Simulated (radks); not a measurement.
Task: The mean radii <r> (bohr) of the occupied orbitals of an atom or ion are listed with their occupations. All-electron calculation, scalar-relativistic Kohn-Sham, r2SCAN, spin-polarised, spherical densities, finite nucleus; meta-GGA in the generalised Kohn-Sham scheme; Fermi nuclear charge, rms radius of each element as measured or else 0.836 A^(1/3) + 0.57 fm. Program: a radial shooting solver on a logarithmic mesh with Libxc functionals.

| orbital | occ. | <r> |
|---|---|---|
| 1s down | 1 | 0.03186 |
| 1s up | 1 | 0.03186 |
| 2s up | 1 | 0.1383 |
| 2s down | 1 | 0.1383 |
| 2p up | 3 | 0.1206 |
| 2p down | 3 | 0.1206 |
| 3s up | 1 | 0.3783 |
| 3s down | 1 | 0.3783 |
| 3p up | 3 | 0.3780 |
| 3p down | 3 | 0.3780 |
| 3d up | 5 | 0.3574 |
| 3d down | 5 | 0.3574 |
| 4s up | 1 | 0.9367 |
| 4s down | 1 | 0.9336 |
| 4p up | 3 | 1.016 |
| 4p down | 3 | 1.013 |
| 4d up | 5 | 1.243 |
| 4d down | 1 | 1.255 |
| 6d up | 1 | 6.621 |

Name the element and its charge. Open shells, if any, are filled with parallel spins first.

Result: Z = 46, palladium, charge +3: Pd3+ in [Kr] 4d6 6d1. The 1s radius gives Z: for a bare nucleus <r> = (2 gamma + 1)/(2Z) with gamma = sqrt(1 - (Z/c)^2), 0.03135 bohr for Z = 46, and screening makes it slightly larger (0.03186 here). The occupations add up to 43, and the charge is Z minus that.
